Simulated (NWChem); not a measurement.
Molecule: SeF4; SMILES F[Se](F)(F)F

```xyz
5

Se     0.0000     0.0000     0.3252
F      0.0000     1.7703     0.1594
F      1.3112     0.0000    -0.7736
F      0.0000    -1.7703     0.1594
F     -1.3112     0.0000    -0.7736
```
Atoms are numbered in this order, from 1.

Program: NWChem. The geometry was optimised at PBE0/def2-SVP. B3LYP is NWChem's, with the RPA form of VWN correlation. Ions are spin-unrestricted doublets at the neutral geometry; other ion states weren't tried.

| level | vertical ionisation energy, ΔSCF (eV) | −ε(HOMO) (eV) | ΔSCF minus −ε(HOMO) (eV) |
|---|---|---|---|
| B3LYP/aug-cc-pVDZ | 12.98 | 10.23 | 2.75 |
| Hartree-Fock/aug-cc-pVDZ | 12.40 | 14.24 | -1.84 |
| BHandHLYP/aug-cc-pVDZ | 13.15 | 11.98 | 1.17 |
| PBE0/aug-cc-pVDZ | 12.92 | 10.42 | 2.50 |
